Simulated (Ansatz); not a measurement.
Two isomers of C3H8OSi: A = `CC[Si]OC`, B = `CC1(O)C[SiH2]1`.

Isolated molecules relaxed with PBE0-D4/def2-TZVP in Ansatz; ΔE leaves out vibrations. CCSD(T)/CBS is the MP2 limit (def2-TZVPP, def2-QZVPP) plus CCSD(T) − MP2 in def2-TZVPP, frozen cores. DFT in def2-TZVPP. One conformer a species, not always the lowest.

**Question.** Which isomer does CCSD(T)/CBS put lower? Give the gap. (Best estimate.)

**Answer.** Computed: A, by 25.0 kcal/mol.

**Question.** Give E(B) − E(A) in kcal/mol with MP2/def2-TZVPP, BLYP-D4, PBE0-D4, PBE-D4, B2PLYP, LDA (SPW92), CCSD(T)/def2-TZVPP. (Estimate.)

**Answer.** Ansatz gave: MP2/def2-TZVPP 23.0, BLYP-D4 28.7, PBE0-D4 21.6, PBE-D4 21.8, B2PLYP 26.6, LDA (SPW92) 17.8, CCSD(T)/def2-TZVPP 25.7. None reverses the order clearly.

**Question.** Does the order hold for the free energy at 298.15 K (harmonic terms from PBE0-D4)? (An estimate is asked.)

**Answer.** Computed: Yes: G(B) − G(A) = +23.2 kcal/mol, for one conformer each.

Largest T1 diagnostic: 0.013.

At CCSD(T), def2-SVP lies −1.6 kcal/mol from the extrapolated value and def2-TZVPP +0.7 kcal/mol. Leaving LDA and LC-ωPBE aside and taking each functional with its dispersion term where it has one, the values, not all of them listed here, spread over 8.1 kcal/mol, from r2SCAN-D4 to BLYP-D4. LDA lies −3.9 kcal/mol from PBE without D4.
